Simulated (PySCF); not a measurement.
Geometry (Å), atoms numbered from 1 in this order:
```xyz
21

F     2.6550    0.0371   -1.6310
C     2.6230   -0.3807   -0.3198
C     1.1996   -0.3614    0.2060
C     0.6405    1.0671    0.1760
C    -0.7258    1.2552    0.8338
C    -1.8676    0.5150    0.1291
Si   -1.4669   -1.3225    0.0145
C     0.3277   -1.3683   -0.5599
H     3.0425   -1.4011   -0.2747
H     3.2705    0.2931    0.2689
H     1.2651   -0.6791    1.2651
H     0.5984    1.4015   -0.8754
H     1.3661    1.7320    0.6758
H    -0.9505    2.3346    0.8729
H    -0.6648    0.9257    1.8875
H    -2.8274    0.6865    0.6425
H    -1.9882    0.9045   -0.8977
H    -1.5837   -1.9561    1.3694
H    -2.3734   -2.0538   -0.9254
H     0.3569   -1.1148   -1.6343
H     0.7456   -2.3852   -0.4698
```

Geometry: PBE0-D3(BJ)/def2-SVP; GIAO shifts from PySCF, gas phase, non-relativistic, averaged over equivalent atoms.

At PBE0/pcSseg-1 (208 basis functions, 52 s wall time on 1 thread of an Intel Xeon Platinum 8259CL, shared host):
```tsv
atoms	δ (ppm)
F1	-256.8
C2	92.0
C3	39.9
C4	33.2
C5	26.7
C8	10.8
C6	8.4
Si7	-39.3
H10	4.38
H9	4.24
H19	4.17
H18	4.05
H14	2.08
H13	1.42
H12	1.41
H15	1.33
H20	1.05
H11	1.04
H16	0.77
H21	0.56
H17	0.52
```

References, each an isolated molecule treated in the same way: ¹⁹F (σ = 177.25 ppm) vs CFCl3; ¹³C (σ = 184.41 ppm) and ²⁹Si (σ = 351.99 ppm) and ¹H (σ = 31.27 ppm) vs TMS.

Q: Predict the values at B3LYP/pcSseg-1 on the same geometry.

A: 
| atoms | δ at B3LYP/pcSseg-1 | change |
| --- | --- | --- |
| F1 | -257.6 | -0.8 |
| C2 | 94.1 | +2.1 |
| C3 | 42.2 | +2.3 |
| C4 | 35.0 | +1.8 |
| C5 | 28.4 | +1.7 |
| C8 | 12.1 | +1.3 |
| C6 | 9.8 | +1.4 |
| Si7 | -39.4 | -0.1 |
| H10 | 4.42 | +0.04 |
| H9 | 4.27 | +0.03 |
| H19 | 4.10 | -0.07 |
| H18 | 3.95 | -0.10 |
| H14 | 2.11 | +0.03 |
| H13 | 1.45 | +0.03 |
| H12 | 1.45 | +0.04 |
| H15 | 1.36 | +0.03 |
| H20 | 1.05 | +0.00 |
| H11 | 1.04 | +0.00 |
| H16 | 0.77 | +0.00 |
| H21 | 0.57 | +0.01 |
| H17 | 0.51 | -0.01 |

References, each an isolated molecule treated in the same way: CFCl3 for ¹⁹F (σref 171.94); TMS for ¹³C (σref 179.24), ²⁹Si (σref 337.86), ¹H (σref 31.38).

The largest change is at C3 (sp3 CH in a ring). Cost: 208 basis functions, 45 s wall time on 1 thread of an Intel Xeon Platinum 8259CL, shared host. The order of the carbon signals is the same at both levels.

Unscaled 19F shifts against computed CFCl3 carry errors that often reach 10 to 50 ppm.
